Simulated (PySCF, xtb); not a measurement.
FeCl3, SMILES [Cl][Fe]([Cl])[Cl] (connectivity only; charge and spin as stated), neutral, multiplicity 6.

Harmonic wavenumbers (cm⁻¹) from GFN2-xTB (xtb 6.7.1) at its own minimum, in rising order: 81, 114, 114, 318, 352, 352.

**Question.** What does PySCF with B3LYP-D3(BJ)/def2-SVP give at its own minimum? (The exact figures need the calculation; the answer reports its results.)

**Answer.** 87, 107, 107, 354, 463, 463. Paired by order, the mean absolute difference is 46 cm⁻¹ and the zero-point energies are 1.9 and 2.3 kcal/mol.
